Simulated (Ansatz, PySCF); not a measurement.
Molecule: C$_{3}$H$_{8}$Si, charge 0, multiplicity 1. SMILES: C(C=C)[SiH3]
Geometry: optimised at B3LYP-D3(BJ)/def2-TZVP (Ansatz, an electronic-structure program).

BP86/def2-SVP beside other levels, property by property. Set-up: UHF or UKS for open shells; dispersion terms only where a functional's name holds one; six Cartesian d functions in 6-31G* and its kin unless marked 5d; spin-orbit terms left out; non-relativistic; atomisation electronic, to ground-state atoms; valence correlation only. Basis-set limits of correlation are two-point, X^-3; Hartree-Fock from the larger set. First-principles rows: single points at B3LYP-D3(BJ) geometries (Ansatz), with unscaled harmonic terms from B3LYP/6-31G* (Ansatz) at its own minima, enthalpies of formation by atomisation with measured atoms. Sets without +, aug- or the D of def2-TZVPD hold no diffuse functions, which anions need.

Coupled cluster (Ansatz) is a level with limits of its own, used here on species with T1 under 0.025 (0.045 for open shells) and stable references: CCSD(T)/CBS(aug-cc-pV(T+d)Z,aug-cc-pV(Q+d)Z).

```tsv
property	BP86/def2-SVP (PySCF)	HF/STO-3G (Ansatz)	PBE/6-31G* (Ansatz)	wB97M-V/def2-TZVPD (Ansatz)	to compare with
atomisation energy (kcal/mol)	1091.9	1031.3	1075.2	1069.9	1068.4 coupled cluster
deprotonation enthalpy (C-H bond) at 298 K, to [CH-]=CC[SiH3] + H+ (kcal/mol)	406.6	517.9	414.1	397.3	400.6 coupled cluster
deprotonation enthalpy (C-H bond) at 298 K, to C=C[CH-][SiH3] + H+ (kcal/mol)	370.7	495.8	376.2	368.1	371.4 coupled cluster
enthalpy of formation at 298 K (kcal/mol)	-7.6	53.0	9.0	14.4	15.9 coupled cluster
deprotonation enthalpy (C-H bond) at 298 K, to C=[C-]C[SiH3] + H+ (kcal/mol)	402.1	515.1	408.7	394.0	397.3 coupled cluster
```

As the rows show:
- atomisation energy: BP86/def2-SVP lies 23.5 kcal/mol above coupled cluster.
- deprotonation enthalpy (C-H bond) at 298 K, to [CH-]=CC[SiH3] + H+: BP86/def2-SVP lies 6.0 kcal/mol above coupled cluster.
- deprotonation enthalpy (C-H bond) at 298 K, to C=C[CH-][SiH3] + H+: BP86/def2-SVP lies 0.7 kcal/mol below coupled cluster.
- enthalpy of formation at 298 K: BP86/def2-SVP lies 23.5 kcal/mol below coupled cluster.
- deprotonation enthalpy (C-H bond) at 298 K, to C=[C-]C[SiH3] + H+: BP86/def2-SVP lies 4.8 kcal/mol above coupled cluster.

The properties are those with a value to compare with, at most eight drawn at random. No case is left out for the size of its miss. Left out are saddle points of the reference geometry, anions that the best level run finds unbound, excited spin states, species near biochemistry, 298 K rows of species without real B3LYP wavenumbers, cases with under five habitual levels, runs that failed or that the program found above a lower state of the same kind, table entries that another table contradicts, and a share of species set aside by lot.
